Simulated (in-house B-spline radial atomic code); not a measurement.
## RPA correlation on TPSS: K

Configuration [Ar] 4s1, highest spin, mean-field start TPSS. Computed with an all-electron radial atomic-structure program (B-spline basis): all electrons, non-relativistic, point nucleus, each spin shell either full or empty, empty states to l = 9 with an (l + 1/2)⁻⁴ tail; G0W0 by contour deformation at full frequency.

The highest G0W0 level has too low a weight to be given.

Command:
```bash
python run_gw.py task.json out
```
Settings (radii: box in bohr, nucleus in fm):
```
Z                        19
electrons                19
configuration            [Ar] 4s1
hamiltonian              nr
method                   tpss,tpss
lmax                     9
spin_polarised           True
box_radius               40
intervals                53
ion_configuration        [Ne] 3s2 3p6
```

Time taken, with all properties: 4.7 s on 1 thread of Arm Neoverse N1, on a shared host.

Energies (hartree):

```csv
term,value
mean-field total,-599.94105
Hartree-Fock functional on these orbitals,-599.15656
direct second order,-1.3611
second-order exchange,0.47017
SOSEX correction,0.41632
```

(1) What is the RPA correlation energy, and what remains with SOSEX?

(2) What does it cost to remove one electron (to [Ne] 3s2 3p6) by differences of total energies, each species on its own start (correlation terms add to the Hartree-Fock functional)?

## Answers

(1) RPA gives -1.153 hartree (-1.65 eV per electron); RPA + SOSEX gives -0.73669, and the second-order doubles -0.89089 hartree (no singles). SOSEX takes back 36 % of the RPA value.

(2) TPSS 4.257 eV, Hartree-Fock functional 3.987 eV, + RPA 4.763 eV, + RPA + SOSEX 4.258 eV, + second order 4.499 eV. Tabulated: 4.341 eV (NIST, measured); the calculation leaves out relativity, Breit and QED terms, and what these don't explain is the method's own error.
